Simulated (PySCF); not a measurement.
Species: C5H6FOS2 (doublet state).
Z-matrix (Å and degrees, GFN2-xTB geometry), rows numbered from 1:
```
C 
C   1  1.3216
S   2  1.7664  1  122.36
S   3  2.0449  2  102.56  1   170.63
C   4  1.8200  3   90.47  2    87.72
C   5  1.3195  4  109.78  3     4.86
F   6  1.3359  5  127.14  4  -176.59
O   5  1.3475  4  119.98  3  -173.94
C   8  1.4129  5  116.01  4   -48.27
H   1  1.0759  2  121.00  3   179.87
H   1  1.0759  2  121.72  3     0.25
H   2  1.0784  1  123.68  3   179.81
H   9  1.0881  8  106.10  5   175.68
H   9  1.0943  8  111.17  5   -64.97
H   9  1.0958  8  110.48  5    56.50
```

The hyperfine couplings belong to this conformer and change with its torsions.

The species is `C=CSS/C(=[C]/F)OC` [radical].

The calculation used PySCF, UKS B3LYP, pcH-1 on C F H O S, non-relativistic, mean-field spin-orbit, GIAO. Geometry: GFN2-xTB, one conformer, isolated molecule. Couplings are sensitive to structure, and on GFN2-xTB geometries they can be far from those on DFT ones. Stability of the SCF solution: not tested.

Problem. Predict the first-order ENDOR lines of C6, C5, C2, C1, C9, F7, H10, H11, H13/H14/H15 and H12 under fast tumbling at B = 3364.5 mT (W band).

Solution. ν± = |νn ± a/2|, one line for each electron-spin manifold; νn = |g_N| × 7.62259 MHz/T × B.

```csv
nuclei,isotope,g_N,νn (MHz),a_iso (MHz),lower line (MHz),upper line (MHz)
C6,13C,1.4048,36.03,646.40,287.17,359.23
C5,13C,1.4048,36.03,19.20,26.43,45.63
C2,13C,1.4048,36.03,-6.49,32.78,39.28
C1,13C,1.4048,36.03,4.18,33.94,38.12
C9,13C,1.4048,36.03,-1.71,35.17,36.89
F7,19F,5.2577,134.84,276.23,3.27,272.96
H10,1H,5.5857,143.25,-4.51,141.00,145.51
H11,1H,5.5857,143.25,-3.67,141.42,145.09
H13/H14/H15,1H,5.5857,143.25,1.46,142.52,143.98
H12,1H,5.5857,143.25,1.41,142.55,143.96
```

The rows for 13C, of low natural abundance, apply to labelled samples.

Problem. Which pairs are centred on the nuclear Larmor frequency, and which on half the coupling?

Solution. Centred on νn, since |a| < 2νn: C5, C2, C1, C9, H10, H11, H13/H14/H15 and H12. Centred on |a|/2 and split by 2νn: C6 and F7.

Class means assume fast exchange of nuclei equivalent by connectivity; if that motion is slow, each nucleus keeps its own coupling.

The Mulliken spin populations are largest on C6 (+0.77), S3 (+0.20), F7 (+0.07) and C5 (-0.06).

The run took 3.0 min of wall time (grids of density and orbitals included) on an Arm Neoverse V1 with one thread, no GPU, shared host with 32 logical CPUs at a one-minute load of 28, and the process peaked at 1.2 GiB of memory.
